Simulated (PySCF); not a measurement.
Si(CF3)(Cl)(H)2 (CH2ClF3Si), SMILES FC(F)(F)[SiH2]Cl. Atoms are numbered in the order given.

```xyz
8

Si     0.9192     0.5878     0.0000
Cl    -0.3966     2.1655     0.0000
C     -0.0969    -1.0534     0.0000
F     -0.8771    -1.1705    -1.0791
F     -0.8771    -1.1705     1.0791
F      0.7509    -2.0961     0.0000
H      1.7423     0.6058    -1.2348
H      1.7423     0.6058     1.2348
```

Geometry: PBE0-D3(BJ)/def2-SVP.

Two levels are set side by side: PBE/pcSseg-1 (PySCF) and PBE0/pcSseg-1 (PySCF). GIAO shifts against CFCl3 (¹⁹F), HCl (³⁵Cl), TMS (²⁹Si), TMS (¹H), TMS (¹³C) at the same level; non-relativistic, no solvent, atoms listed together averaged. Without spin–orbit terms, shifts of atoms bonded to Cl or Br come out too high at both levels. Differences are taken from unrounded values.

```tsv
quantity	PBE0
δ(²⁹Si) of Si1 (ppm)	-19.8
δ(³⁵Cl) of Cl2 (ppm)	-61.6
δ(¹³C) of C3 (ppm)	133.9
δ(¹⁹F) of F4, F5, F6 (ppm)	-84.2
δ(¹H) of H7, H8 (ppm)	5.28
```

Task: What does PBE give, and how far is it from PBE0? (An estimate is asked for; the answer gives what the named calculation found.)

Result: 
| quantity | PBE | PBE minus PBE0 |
|---|---|---|
| δ(²⁹Si) of Si1 (ppm) | -22.4 | -2.7 |
| δ(³⁵Cl) of Cl2 (ppm) | -51.1 | 10.6 |
| δ(¹³C) of C3 (ppm) | 139.3 | 5.4 |
| δ(¹⁹F) of F4, F5, F6 (ppm) | -96.4 | -12.2 |
| δ(¹H) of H7, H8 (ppm) | 5.37 | 0.10 |

Rough cost on one machine, each run with all the roots and properties that it gave: PBE0 against PBE within a factor of 2.
